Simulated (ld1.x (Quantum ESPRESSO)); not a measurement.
Pseudopotential generation for chromium (Cr): TM, PBE, fully relativistic.

chromium (Cr), norm-conserving Troullier–Martins (Kleinman–Bylander form), made with ld1.x (Quantum ESPRESSO) 7.5 (PBE, fully relativistic). Core [Ne], reference 3s2 3p6 3d5 4s0.75 4p0 (charge +0.25). Waves: 3p (bound): rc 1.30 bohr; 3d (bound): rc 1.45 bohr; 3s (bound): rc 0.90 bohr. Local part: the s channel. Core correction: a·sin(br)/r model core, default radius (core density twice the valence density).

Open shells are filled in proportion to 2j + 1 (rel_dist='average').

Occupied shells without a wave of their own: 4s. They enter only through the test configuration that unscreens the potential, and ld1.x also counts them in the model core charge.

All-electron outer shells of the reference configuration (PBE, scalar-relativistic, ld1.x):

| shell | level (eV) | outermost node (bohr) | outermost maximum (bohr) |
| --- | --- | --- | --- |
| 2s | -668.68 | 0.09 | 0.24 |
| 2p | -562.24 | – | 0.20 |
| 3s | -75.58 | 0.36 | 0.78 |
| 3p | -47.04 | 0.33 | 0.80 |
| 4s | -5.40 | 1.12 | 2.71 |
| 3d | -4.51 | – | 0.84 |
| 4p | -2.13 | 1.25 | 3.70 |

(1) Tests: 3s2 3p6 3d5 4s1 4p0; 3s2 3p6 3d5 4s0 4p0; 3s2 3p6 3d4 4s0 4p0; 3s2 3p6 3d4 4s2 4p0; 3s2 3p6 3d4 4s1 4p1; 3s2 3p6 3d3 4s0 4p0; 3s2 3p6 3d5.5 4s0.5 4p0. Which has the largest error in its energy relative to the reference configuration, and how large is it?

Results:

(1) 3s2 3p6 3d3 4s0 4p0, with -341 meV (all-electron minus pseudo) on +52.53 eV.

A Bessel basis up to 400 Ry misses an occupied level by 0.03 Ry, so cutoffs and ghosts were not judged. ld1.x takes every shell without a wave as core, so the model core holds the 4s electrons as well and exchange and correlation see them twice. This cancels in the reference configuration, but the file is broken for other ones, and its errors say nothing about a proper core correction.
